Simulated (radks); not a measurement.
All-electron atom: the selenium ion Se2+ in [Ar] 3d10 4s2 4p2 (the NIST ground configuration). Method: Dirac Kohn-Sham, PBE, spin-unpolarised, spherical densities, finite nucleus; open shells fill j = l - 1/2 first; Fermi nuclear charge, rms radius 4.14 fm; computed with a radial shooting solver on a logarithmic mesh with Libxc functionals.

Spin-orbit splittings of the eigenvalues, e(l+1/2) - e(l-1/2), with zeta = 2 splitting/(2l+1) and mean radii in bohr:

shell  occ.  splitting (eV)  zeta (eV)  <r> j=l-1/2  <r> j=l+1/2
2p        6           41.76      27.84       0.1685       0.1723
3p        6           5.876      3.918       0.5822       0.5927
3d       10          0.8973     0.3589       0.6261       0.6304
4p        2          0.5131     0.3420        1.970        2.001
4d        0         0.03524    0.01410        3.151        3.162
